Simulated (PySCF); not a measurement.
Computed shifts of a molecule C2H5ClFNSi, KT2/pcSseg-1 (PySCF), GIAO, gas phase, atoms alike by connectivity averaged where their shifts nearly agree, in ppm (number of nuclei): ¹³C: 166.3 (1), 59.4 (1). ¹⁵N: 422.6 (1). ²⁹Si: -3.0 (1). ¹⁹F: -184.2 (1). ¹H: 8.38 (1), 5.63 (1), 3.96 (3). References: ¹³C against TMS (σ = 185.1 ppm); ¹⁵N against NH3 (σ = 266.2 ppm); ²⁹Si against TMS (σ = 361.9 ppm); ¹⁹F against CFCl3 (σ = 127.1 ppm); ³⁵Cl against HCl (σ = 945.4 ppm); ¹H against TMS (σ = 31.47 ppm), references at their B3LYP-D3(BJ)/def2-TZVP geometries, non-relativistic (without spin–orbit terms, shifts of atoms bonded to Cl or Br come out too high). Geometry optimised at PBE0-D3(BJ)/def2-SVP. The values are those of a single conformer.

Question: Identify the compound among the candidates.
A. FC/N=C/[SiH2]Cl
B. F[Si]1(Cl)CNC1
C. C/N=C/[Si@H](F)Cl
D. N[Si@H](Cl)/C=C/F

Answer: C, C/N=C/[Si@H](F)Cl
